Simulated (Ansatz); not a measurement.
Reaction (ligand exchange at the Si–C bond): `FC[C]1=[C]([SiH3])[AlH]1` + `NC(O)(O)F` → `OC(O)(F)N[SiH3]` + `FC[C]1=[CH][AlH]1`

Calculated with Ansatz (gas phase, PBE0-D4/def2-TZVP geometries, no zero-point term in ΔE). CCSD(T)/CBS is the MP2 limit (def2-TZVPP, def2-QZVPP) plus CCSD(T) − MP2 in def2-TZVPP, frozen cores. Each species was taken in one conformer, which may not be the lowest.

| level | ΔE (kJ/mol) |
| --- | --- |
| MP2/def2-TZVPP | -19.8 |
| CCSD/CBS(def2) | -22.1 |

Task: What does CCSD(T)/CBS give? (Best estimate.)

Result: Ansatz gave: -19.5 kJ/mol. The listed levels differ from it by -0.3, -2.6 kJ/mol.

Largest T1 diagnostic among the species: 0.013.

In def2-TZVPP, CCSD(T) changes the Hartree–Fock value by +11.0 kJ/mol (the triples alone add +2.7 kJ/mol) and MP2 by +10.7 kJ/mol. From PBE to PBE0 (25 % exact exchange), in def2-TZVPP and without D4, ΔE moves by −4.0 kJ/mol.
